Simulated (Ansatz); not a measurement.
One change: `OP[SiH2][SeH]` becomes `OP[SiH2][SiH3]`.

Ansatz, PBE0-D4/def2-TZVP geometries, multiplicity 1. Each molecule was computed in one conformer, which needn't be the lowest.

Scalar relativity is left out up to krypton.

```json
{"property": "HOMO–LUMO gap (PBE/def2-TZVPP) / eV", "`OP[SiH2][SeH]`": "4.08"}
{"property": "size of the dipole moment (ωB97M-V/def2-TZVPP) / D", "`OP[SiH2][SeH]`": "1.30"}
{"property": "HOMO energy (ωB97M-V/def2-TZVPP) / eV", "`OP[SiH2][SeH]`": "-8.96"}
{"property": "LUMO energy (B3LYP/def2-TZVPP) / eV", "`OP[SiH2][SeH]`": "-0.99"}
{"property": "HOMO energy (PBE0/def2-TZVPP) / eV", "`OP[SiH2][SeH]`": "-6.87"}
{"property": "HOMO–LUMO gap (ωB97M-V/def2-TZVPP) / eV", "`OP[SiH2][SeH]`": "10.04"}
```

**Question.** What does the change do to each property? (Best estimate.)

**Answer.** The calculation gave: 
```csv
property,`OP[SiH2][SiH3]`,shift
HOMO–LUMO gap (PBE/def2-TZVPP) / eV,4.18,0.10
size of the dipole moment (ωB97M-V/def2-TZVPP) / D,0.79,-0.51
HOMO energy (ωB97M-V/def2-TZVPP) / eV,-9.12,-0.16
LUMO energy (B3LYP/def2-TZVPP) / eV,-1.03,-0.04
HOMO energy (PBE0/def2-TZVPP) / eV,-7.02,-0.15
HOMO–LUMO gap (ωB97M-V/def2-TZVPP) / eV,10.10,0.06
```

With PBE0 the HOMO falls by 0.15 eV and the LUMO falls by 0.05 eV, so the gap widens by about 0.10 eV. PBE moves the HOMO by -0.13 eV and ωB97M-V by -0.16 eV. Dipoles are sizes alone; their direction can turn.

B3LYP here is the variant with VWN-RPA as its local correlation; programs differ in this.

Spin–orbit coupling is left out; it splits and shifts lone-pair levels of the heavy atoms by tenths of an eV.
